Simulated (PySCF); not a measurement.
**Electron correlation in Zr⁺ (zirconium, charge +1)**

Starting occupation: [Kr] 4d3, 4d5/2 with m_j = +1/2, +3/2, +5/2. Computed with PySCF 2.14 in x2c-TZVPall-2c (8s9p7d1f, 77 functions), with X2C-1e with screened-nucleus spin-orbit coupling, Gaussian nucleus. Frozen: [Ar] 3d10; 11 electrons correlated; the 6 highest virtual spinors left out.

MP2 pair energies summed by pair of shells (mhartree):

| pair | energy | share (%) |
| --- | --- | --- |
| 4p-4p | -89.90 | 44.0 |
| 4d-4p | -66.62 | 32.6 |
| 4p-4s | -23.23 | 11.4 |
| 4d-4d | -12.47 | 6.1 |
| 4d-4s | -7.06 | 3.5 |
| 4s-4s | -5.23 | 2.6 |

Total MP2 correlation energy: -204.49 mhartree.

The GHF reference relaxed away from the jj start to a determinant that is no pure jj level (⟨S²⟩ = 3.75, ⟨J²⟩ = 24.76); the energies belong to that determinant.

This basis was not built for core-valence correlation, so the inner-shell part is incomplete.
